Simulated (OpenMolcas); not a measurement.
Computed levels of 3d in ions with 19 electrons, in cm-1 above 2D 3/2.

```json
{"Program": "OpenMolcas", "Method": "CASSCF", "Basis": "ANO-RCC-VTZP", "Scalar Hamiltonian": "DKH2, point nucleus", "Spin-orbit coupling": "RASSI with atomic mean-field integrals over the reference wave functions, term energies averaged over their components"}
```

Active space for each ion: 1 electron in 5 orbitals (3d).

```json
{"Level": "2D 5/2", "V4+": "612", "Mn6+": "1329", "Fe7+": "1808"}
```

**Question.** Estimate 2D 5/2 for Cr5+ from its neighbours V4+ and Mn6+.

**Answer.** 2D 5/2 is fine structure, which grows about as the fourth power of a screened charge, so the fourth roots are averaged: ((612^0.25 + 1329^0.25) / 2)^4 = 919. The calculation gives 923, so the estimate is off by -0.4 %; the measured value is 940 (Sugar and Corliss, J. Phys. Chem. Ref. Data 6, 317 (1977)).

With one active electron the reference holds no correlation, so core polarisation is missing. Measured partners are found by configuration, term and J. A level has none where our copy of the source lacks it or the pairing is in doubt (some pairs that miss far off the trend of their configuration count as doubtful), and it then counts in no deviation. Levels of configurations outside the active space are missing.
